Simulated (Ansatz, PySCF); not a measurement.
Si(H)2(Et)(NH2) (C2H9NSi), SMILES N[SiH2]CC. Atoms are numbered in the order given.

```xyz
13

Si     0.6933    -0.4094     0.4475
N      1.4954     0.7979    -0.5168
C     -1.0482    -0.6788    -0.2117
C     -1.8943     0.5977    -0.2551
H      1.5172    -1.6520     0.3335
H      0.5768    -0.0747     1.9126
H      1.1492     1.7535    -0.4904
H      2.5115     0.8124    -0.5102
H     -0.9659    -1.1166    -1.2228
H     -1.5390    -1.4445     0.4170
H     -1.9994     1.0520     0.7448
H     -2.9113     0.4056    -0.6344
H     -1.4415     1.3544    -0.9176
```
Charge 0, spin multiplicity 1.

Geometry: r2SCAN-D4/def2-SVP. Other conformers were not sampled.

Two levels are set side by side: PBE-D3(BJ)/def2-SVP (Ansatz, a first-principles code) and r2SCAN-D4/def2-SVP (Ansatz). Each level has its own optimised geometry; the coordinates shown are those of the second. Frequencies come from the Hessian of PySCF at each geometry. Differences are taken from unrounded values.

```json
[
 {"quantity": "mean bond length (Å)", "r2SCAN-D4": "1.309"},
 {"quantity": "bond Si1–N2 (Å)", "r2SCAN-D4": "1.741"},
 {"quantity": "bond Si1–C3 (Å)", "r2SCAN-D4": "1.881"},
 {"quantity": "bond C3–C4 (Å)", "r2SCAN-D4": "1.532"},
 {"quantity": "bond Si1–H5 (Å)", "r2SCAN-D4": "1.495"},
 {"quantity": "bond Si1–H6 (Å)", "r2SCAN-D4": "1.507"},
 {"quantity": "bond N2–H7 (Å)", "r2SCAN-D4": "1.017"},
 {"quantity": "bond N2–H8 (Å)", "r2SCAN-D4": "1.016"},
 {"quantity": "bond C3–H9 (Å)", "r2SCAN-D4": "1.105"},
 {"quantity": "bond C3–H10 (Å)", "r2SCAN-D4": "1.106"},
 {"quantity": "bond C4–H11 (Å)", "r2SCAN-D4": "1.103"},
 {"quantity": "bond C4–H12 (Å)", "r2SCAN-D4": "1.102"},
 {"quantity": "bond C4–H13 (Å)", "r2SCAN-D4": "1.103"},
 {"quantity": "highest harmonic wavenumber (cm⁻¹)", "r2SCAN-D4": "3659"},
 {"quantity": "mean harmonic wavenumber (cm⁻¹)", "r2SCAN-D4": "1434"},
 {"quantity": "zero-point energy (kcal/mol)", "r2SCAN-D4": "67.63"}
]
```

Question: What does PBE-D3(BJ) give, and how far is it from r2SCAN-D4? (Estimate from the structure and the level; the computed values follow.)

Answer: 
| quantity | PBE-D3(BJ) | PBE-D3(BJ) minus r2SCAN-D4 |
|---|---|---|
| mean bond length (Å) | 1.318 | 0.008 |
| bond Si1–N2 (Å) | 1.755 | 0.014 |
| bond Si1–C3 (Å) | 1.892 | 0.011 |
| bond C3–C4 (Å) | 1.535 | 0.003 |
| bond Si1–H5 (Å) | 1.506 | 0.011 |
| bond Si1–H6 (Å) | 1.519 | 0.011 |
| bond N2–H7 (Å) | 1.025 | 0.008 |
| bond N2–H8 (Å) | 1.024 | 0.008 |
| bond C3–H9 (Å) | 1.111 | 0.007 |
| bond C3–H10 (Å) | 1.112 | 0.007 |
| bond C4–H11 (Å) | 1.111 | 0.007 |
| bond C4–H12 (Å) | 1.110 | 0.008 |
| bond C4–H13 (Å) | 1.110 | 0.007 |
| highest harmonic wavenumber (cm⁻¹) | 3564 | -95 |
| mean harmonic wavenumber (cm⁻¹) | 1398 | -36 |
| zero-point energy (kcal/mol) | 65.95 | -1.68 |
